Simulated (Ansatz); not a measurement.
Computed with Ansatz on PBE0-D4/def2-TZVP structures; ΔE is electronic, products minus reactants. CCSD(T)/CBS is the MP2 limit (def2-TZVPP, def2-QZVPP) plus CCSD(T) − MP2 in def2-TZVPP, frozen cores. DFT in def2-TZVPP. B3LYP here is the variant with VWN-RPA as its local correlation; programs differ in this. HSE06 is defined as in plane-wave codes. Each species was taken in one conformer, which may not be the lowest.

Reaction (substitution at a C–C bond): `CCN[SiH2]Cl` + `C=C(N)O` → `C=C(O)NC` + `CN[SiH2]Cl`

Q: Is it downhill or uphill in electronic energy at CCSD(T)/CBS, and by how much? (Estimate.)

A: Ansatz gave: Uphill: ΔE = +33.0 kJ/mol.

Q: What do these levels give: LDA (SPW92), PBE-D4, B97M-V, HSE06-D4, ωB97M-V, B3LYP, CAM-B3LYP, RPA@PBE/def2-TZVPP, MP2/def2-TZVPP, CCSD/def2-TZVPP, SCS-MP2/def2-QZVPP, HF/CBS(def2)? (Estimate.)

A: Computed: LDA (SPW92) 27.8, PBE-D4 30.5, B97M-V 33.3, HSE06-D4 31.3, ωB97M-V 31.9, B3LYP 28.5, CAM-B3LYP 28.6, RPA@PBE/def2-TZVPP 30.3, MP2/def2-TZVPP 32.8, CCSD/def2-TZVPP 32.4, SCS-MP2/def2-QZVPP 31.9, HF/CBS(def2) 29.7 kJ/mol.

Largest T1 diagnostic among the species: 0.012.

Leaving LDA and LC-ωPBE aside and taking each functional with its dispersion term where it has one, the values, not all of them listed here, spread over 4.5 kJ/mol, from BLYP-D4 to B97M-V.
